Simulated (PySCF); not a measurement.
CH₇BO₂Si, SMILES COB(O)[SiH3].

The structure is a stationary point at B3LYP-D3(BJ)/def2-SVP. The structure was generated by enumeration, and PubChem lists no compound with its InChIKey, so it may never have been made. The values are those of a single conformer.

All values below come from CAM-B3LYP/def2-TZVP (PySCF).

Isolated molecule, no solvent.

| Item | Value |
|---|---|
| total energy | -507.20141 hartree |
| point group | Cs |
| highest occupied level | -9.33 eV |
| lowest empty level | 0.81 eV |
| orbital gap | 10.14 eV |
| dipole moment | 1.27 D |
| quadrupole, principal values (traceless, Buckingham form, about the centre of nuclear charge) | -11.23, 0.12, 11.11 D·Å |
| mean static polarisability | 62.3 bohr³ (9.23 Å³) |
| polarisability, principal values | 51.8, 63.7, 71.3 bohr³ |
